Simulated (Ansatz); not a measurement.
A series at Si: from `N#C[Si](C#N)(C#N)C#N`, ligands are replaced one by one, each step taking up H₂ and setting free `C#N`; n counts the steps. Ansatz, PBE0-D4/def2-TZVP geometries.

CBS adds triple-zeta CCSD(T) − MP2 to the MP2 limit, frozen cores; atoms without spin–orbit coupling. 

```csv
n,molecule,"atomization energy, CCSD(T)/CBS (kJ/mol)"
0,`N#C[Si](C#N)(C#N)C#N`,4736.5
1,`N#C[SiH](C#N)C#N`,?
2,`N#C[SiH2]C#N`,3071.2
3,`N#C[SiH3]`,2223.8
4,SiH₄,1362.7
```

Question: By hand: fit a straight line y = ȳ + b (n − n̄) to the 4 given rows and predict n = 1.

Answer: n̄ = 2.250, ȳ = 2848.55; Σ(n − n̄)(y − ȳ) = -7372.35, Σ(n − n̄)² = 8.750, so b = -842.55 kJ/mol a step. Prediction: 2848.55 + (-842.55) × (-1.250) = 3901.7 kJ/mol.

Question: By hand: compare with the computed value, 3907.9 kJ/mol, and give the steps along the whole series.

Answer: The line misses by 6.2 kJ/mol (computed minus predicted). Steps: -828.6, -836.7, -847.4, -861.1 kJ/mol.

The steps differ by up to 32.5 kJ/mol, small against a whole step but well beyond the method's doubt, so the ligands' effects don't simply add. The miss is 0.2 % of the series' range. The energies themselves are unsure by some kJ/mol a bond, though much of that is common to the series.
